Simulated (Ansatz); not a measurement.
Mulliken charges of CH3Cl2NOW (`C[N]=[W](=[O])([Cl])[Cl]`) from r2SCAN/def2-TZVPP in Ansatz (PBE0-D4/def2-TZVP geometry).

| atom | x (Å) | y (Å) | z (Å) | charge (e) |
| --- | --- | --- | --- | --- |
| C1 | 0.840 | -1.368 | -0.063 | 0.004 |
| N2 | 0.401 | -0.024 | 0.026 | -0.358 |
| W3 | -0.789 | 1.239 | 0.055 | 1.022 |
| O4 | -2.305 | 0.496 | -0.116 | -0.375 |
| Cl5 | -0.393 | 2.586 | -1.733 | -0.257 |
| Cl6 | -0.661 | 2.246 | 2.090 | -0.257 |
| H7 | -0.002 | -2.057 | -0.184 | 0.072 |
| H8 | 1.392 | -1.638 | 0.842 | 0.074 |
| H9 | 1.516 | -1.480 | -0.916 | 0.074 |

**Question.** By hand: the dipole of these point charges (1 e Å = 4.8032 D).

**Answer.** Σ q r = (0.404, -0.537, -0.020) e Å, of length 0.672 e Å = 3.23 D.

**Question.** How does the dipole of the full density compare? (Best estimate.)

**Answer.** The calculation gave: (0.406, -0.341, -0.002) e Å, 2.55 D; the point charges give 1.27 times that, at 13° from its direction.

Point charges leave out the atoms' own dipoles, such as those of lone pairs, and Mulliken's split depends on the basis, so the two needn't agree.
